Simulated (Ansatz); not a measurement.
The lowest singlet and triplet of CH3N (SMILES [CH]N); geometries from B3LYP-D3(BJ)/def2-TZVP, each state relaxed from the structure named, with no frequency check.
Singlet (charge 0, multiplicity 1):
```xyz
5

C      0.693    -0.371     0.019
N     -0.503     0.152    -0.007
H      1.406     0.473    -0.031
H     -0.730     1.145    -0.062
H     -1.314    -0.453     0.030
```
Triplet (charge 0, multiplicity 3):
```xyz
5

C      0.72129    -0.14709     0.27833
N     -0.53943     0.10456    -0.18434
H      1.62711    -0.11365    -0.32757
H     -0.99559     0.94231     0.15896
H     -1.18326    -0.67809    -0.21101
```

A positive gap puts the triplet lower; no zero-point energy. R- takes a restricted singlet. U- takes an unrestricted singlet (broken symmetry where lower, unprojected). The triplet is unrestricted in single-reference levels.

The values were computed with Ansatz (Gaussian orbitals). Each number belongs to the level named beside it.

Problem. One of these levels gives -1.360 eV for the gap E(singlet) − E(triplet), adiabatic. Which one is it?
A. R-wB97M-V/def2-TZVPP
B. R-HF/cc-pVTZ
C. U-PBE/def2-TZVPP

Solution. C, U-PBE/def2-TZVPP. The others give -0.662 (R-HF/cc-pVTZ), -1.588 (R-wB97M-V/def2-TZVPP)

Ansatz is a quantum-chemistry and plane-wave program.
